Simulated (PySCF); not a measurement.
Al(Cl)(F)(NHMe) (CH4AlClFN), SMILES C[NH][Al]([Cl])[F]. Geometry: PBE0-D3(BJ)/def2-SVP. The structure was generated by enumeration; whether it is a known compound was not checked. One conformer was computed; it need not be the lowest.

Calculation: PBE0-D3(BJ)/def2-SVP (PySCF).

Harmonic wavenumbers (cm⁻¹): 101, 107, 160, 186, 257, 305, 516, 536, 759, 912, 1082, 1140, 1181, 1391, 1452, 1469, 1496, 3017, 3085, 3141, 3626. Rotational constants (GHz): 5.182, 1.746, 1.317; symmetry number 1.

**Question.** Work out the zero-point energy and the ideal-gas rigid-rotor harmonic-oscillator thermochemistry at 298.15 K and 1 atm.

**Answer.** ZPE = ½ Σ hcν = ½ × 25920 cm⁻¹ = 155.04 kJ/mol. H − E(el) = 175.97 kJ/mol. Entropy in J/(mol K): translation 167.54, rotation 115.86, vibration 68.74, total 352.13. G − E(el) = 70.99 kJ/mol. Cp = 99.22 J/(mol K). Modes under 150 cm⁻¹ make the vibrational entropy uncertain.
